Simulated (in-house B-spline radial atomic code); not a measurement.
A calculation on Rb⁷⁺ (an excited or competing configuration): its settings, and results tabulated from the run. Level of theory: Dirac-Hartree-Fock, average of the jj configuration, Fermi nucleus of rms radius 4.2036 fm; calculated with a radial B-spline atomic code at the basis-set limit.

In the input, a minus or plus after the letter marks the j = l - 1/2 or j = l + 1/2 subshell.

Command:
```bash
python run_scf.py task.json out
```
Settings (nuclear radius in fm, mass in u):
```
Z                37
configuration    1s2 2s2 2p6 3s2 3p6 3d10 4s1 8d-1
hamiltonian      dirac
method           hf
spin_polarised   False
nucleus          fermi
rms_radius       4.2036
atomic_mass      84.91179
speed_of_light   137.035999084
```

Output (hartree, bohr):
```
 radial grid: 74 intervals, B-splines of order 8, outer radius 39.4805 bohr

 iter        energy (Eh)    residual
    1       -2944.397272    1.00e+00
    2       -2958.006307    6.51e-01
    3       -2961.752835    1.89e-01
    4       -2962.065431    5.20e-02
    5       -2962.084157    2.25e-02
    6       -2962.089741    3.06e-04
    7       -2962.089743    8.56e-05
    8       -2962.089743    8.06e-06
    9       -2962.089743    2.82e-07

 total energy                     -2962.08974
 kinetic                            3047.7583
 electron-nucleus                  -7014.6720
 electron-electron                  1004.8240

 first-order corrections (not in the total)
   Gaunt                             1.7273
   retardation                      -0.1662
   frequency dependence             -0.0084
   self-energy                       1.1622
   Uehling                          -0.1219
   Wichmann-Kroll                    0.0015
   recoil                            0.0138

 orbital      occ     eigenvalue          <r>       <r^2>       <1/r>     <1/r^2>       <r^4>       r_max    small
 1s1/2      2.000      -567.0440    0.0402755  0.00218571     37.8824     2995.45 1.23506e-05     0.02629  1.81e-02
 2s1/2      2.000       -82.2867     0.176996    0.037005     8.53396     317.756  0.00237648      0.1493  3.64e-03
 2p1/2      2.000       -74.8169     0.152263   0.0284586     8.46845      102.52  0.00163779      0.1174  3.61e-03
 2p3/2      4.000       -72.5619      0.15629   0.0298575     8.16106      90.885  0.00178592      0.1207  3.51e-03
 3s1/2      2.000       -17.2066     0.505906    0.293404     2.84051     53.9652    0.134043      0.4494  9.07e-04
 3p1/2      2.000       -14.4608     0.507278    0.299837     2.72484     17.1017    0.147705      0.4402  8.53e-04
 3p3/2      4.000       -14.1042     0.516732    0.310872     2.65497     15.2556    0.158453      0.4487  8.30e-04
 3d3/2      4.000        -9.3381     0.510943    0.315613     2.43227     7.61477    0.194827      0.3915  7.17e-04
 3d5/2      6.000        -9.2763     0.514418    0.319759     2.41343     7.47881    0.199693      0.3942  7.10e-04
 4s1/2      1.000        -5.3631      1.26416     1.78756      1.0619     9.52643     4.55014       1.169  2.12e-04
 8d3/2      1.000        -0.5981      9.67955     104.972    0.150438   0.0961473     14337.4       10.85  1.97e-05
```

Run time, properties included: 0.98 s on 1 thread of Arm Neoverse V2 (shared host).

For the Dirac Hamiltonian the kinetic term is c α·p + (β - 1)c².
